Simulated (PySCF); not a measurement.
# Fractional electron number in Pd²⁺ (palladium, charge +2)

The 4d beta orbital of [Kr] 4d8 is emptied in steps (occupation f), with all orbitals relaxed, ending at [Kr] 4d7. Computed with PySCF 2.14 in aug-cc-pVTZ-PP with ECP28MDF, with scalar relativity through the core potential. The exact energy is a straight line in f; departures are measured from the line between the end points of the same method.

```csv
f,M06-2X (eV)
1,0.000
0.9,-0.254
0.7,-0.600
0.5,-0.724
0.3,-0.621
0.1,-0.276
0,0.000
```

| method | E(f=0) − E(f=1) (eV) | −ε at f=1 (eV) | −ε at f=0.5 (eV) |
| --- | --- | --- | --- |
| M06-2X | 33.339 | 30.528 | 33.283 |

Orbital energy along the path (eV):

```csv
f,M06-2X
1,-30.528
0.9,-31.064
0.7,-32.161
0.5,-33.283
0.3,-34.439
0.1,-35.728
0,-36.466
```

Reference removal energy between the ground levels: 32.93 eV (semi-empirical (NIST evaluation); NIST Atomic Spectra Database, ionization energies). The calculation has no spin-orbit coupling. The determinant left behind need not be the lowest term of the ion.
